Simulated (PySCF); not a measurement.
GaH2, SMILES [GaH2+], charge +1.

Geometry: B3LYP-D3(BJ)/def2-TZVPD. The multiplicity is an assumed one; other spin states were not compared. The isomer is the one that the SMILES or the coordinates give; other isomers of the formula were not compared.

Computed with IEF-PCM-B3LYP/def2-TZVPD run with PySCF.

The values are the electrostatic part of the solvation free energy, E(continuum) − E(gas) at the gas-phase geometry, in a cavity of scaled van der Waals radii (PySCF's table); cavitation and dispersion terms are not included. A continuum can't describe solvent molecules that bind to the metal. In vacuum the orbital gap is 7.77 eV.

| solvent | ε | ΔG(elec) (kcal/mol) | gap (eV) |
|---|---|---|---|
| water | 78.36 | -73.8 | 7.87 |
| diethylether | 4.24 | -57.0 | 7.82 |
| dimethylsulfoxide | 46.83 | ? | ? |

What belongs in the gaps? (An estimate is asked for; the answer gives what the named calculation found.)


- dimethylsulfoxide, ΔG(elec) (kcal/mol): -73.1
- dimethylsulfoxide, gap (eV): 7.86
